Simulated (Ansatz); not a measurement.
Species: C₅H₁₂Se, charge 0, multiplicity 1. SMILES: CCCC[Se]C
Geometry: optimised at B3LYP-D3(BJ)/def2-TZVP (Ansatz, a program for electronic structure).

Wanted: atomisation energy, in kcal/mol. Conventions: dispersion terms only where a functional's name holds one; UHF or UKS for open shells; six Cartesian d functions in 6-31G* and its kin unless marked 5d; atomisation electronic, to ground-state atoms; non-relativistic; spin-orbit terms left out. Ab initio and DFT rows: single points at B3LYP-D3(BJ) geometries (Ansatz).

```csv
species,coefficient,"E at B3LYP/6-31G* (Ansatz), Eh","E at wB97X-V/def2-TZVPD (Ansatz), Eh"
CCCC[Se]C,-1,-2599.05927,-2599.10990
C atom,+5,-37.84628,-37.84665
H atom,+12,-0.50027,-0.50049
Se atom,+1,-2401.23478,-2401.26477
```

 1 Eh = 627.5095 kcal/mol.

Problem. Compute it at each level from the table.

Solution. 
- B3LYP/6-31G*: the sum of coefficient times E is 2.58985 Eh, or 1625.16 kcal/mol. Result: 1625.2 kcal/mol.
- wB97X-V/def2-TZVPD: the sum of coefficient times E is 2.60600 Eh, or 1635.29 kcal/mol. Result: 1635.3 kcal/mol.
